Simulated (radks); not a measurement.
Species: Nb18+. Configuration: [Ar] 3d5 (the NIST ground configuration). Calculated with a radial shooting solver on a logarithmic mesh with Libxc functionals: Dirac Kohn-Sham, BLYP, spin-unpolarised, spherical densities, finite nucleus; open shells fill j = l - 1/2 first; Fermi nuclear charge, rms radius 4.324 fm.

Spin-orbit splittings of the eigenvalues, e(l+1/2) - e(l-1/2), with zeta = 2 splitting/(2l+1) and mean radii in bohr:

| shell | occ. | splitting (eV) | zeta (eV) | <r> j=l-1/2 | <r> j=l+1/2 |
|---|---|---|---|---|---|
| 2p | 6 | 96.33 | 64.22 | 0.1341 | 0.1385 |
| 3p | 6 | 18.32 | 12.21 | 0.4080 | 0.4163 |
| 3d | 5 | 3.740 | 1.496 | 0.3803 | 0.3828 |
| 4p | 0 | 5.241 | 3.494 | 0.8906 | 0.9029 |
